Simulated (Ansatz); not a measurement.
**Two structures, one formula**

Two relaxed structures of BSi2H3S, singlet (PBE0-D4/def2-TZVP; forces vanish, vibrations not checked).

A:

```
7
angstrom
B -1.6188 -0.0578 -0.3866
Si -0.3232 1.3781 -0.2969
Si 1.4478 0.2268 0.7088
S -0.0739 -0.8827 -0.7565
H -2.7210 -0.4824 -0.4642
H -0.2603 2.2062 -1.5425
H 2.3627 0.6052 -0.4568
```

B:

```json
{"atom": "B1", "x (Å)": "-0.8105", "y (Å)": "-1.1236", "z (Å)": "-0.0317"}
{"atom": "Si2", "x (Å)": "-1.8004", "y (Å)": "0.4759", "z (Å)": "0.2798"}
{"atom": "Si3", "x (Å)": "0.6625", "y (Å)": "0.3164", "z (Å)": "0.2930"}
{"atom": "S4", "x (Å)": "0.7171", "y (Å)": "-1.9100", "z (Å)": "-0.0065"}
{"atom": "H5", "x (Å)": "-1.6751", "y (Å)": "0.6810", "z (Å)": "-1.2280"}
{"atom": "H6", "x (Å)": "1.3069", "y (Å)": "0.5330", "z (Å)": "1.6070"}
{"atom": "H7", "x (Å)": "1.4057", "y (Å)": "0.9327", "z (Å)": "-0.8278"}
```

Ansatz 0.2.0; basis: def2-TZVPP; cores frozen in the correlated methods. B3LYP uses VWN-RPA correlation.

Problem. Which structure is lower at CCSD(T), and by how much? (Judge from chemistry; the value comes from the calculation.)

Solution. By the calculation: B, by 0.357 eV (electronic energy, against the other). By their contacts, A is BSi₂H₃S ([BH]1[SiH]2[SiH][S]12) and B is BSi₂H₃S ([SiH]1[B]2[S][SiH2]12).

All methods give the same order:

```
   method  E(B) − E(A) (eV)
   PBE-D4            -0.305
r2SCAN-D4            -0.414
  PBE0-D4            -0.316
 B3LYP-D4            -0.269
  wB97M-V            -0.296
       HF            -0.233
      MP2            -0.401
     CCSD            -0.329
  CCSD(T)            -0.357
```

The T1 diagnostic stays at or below 0.023.

Labels in which every atom is bracketed show which atoms are joined, not bond orders.

For scale, one of the runs: CCSD(T)/def2-TZVPP, 199 basis functions, launched by `ansatz run in.yaml --threads 2 --pin off --events-out ev --progress --plain --max-ram 4352MiB`. The run took 33 s on 2 CPU threads of an AMD EPYC 7B13 (shared host), with 2.1 GiB of host memory at its peak.
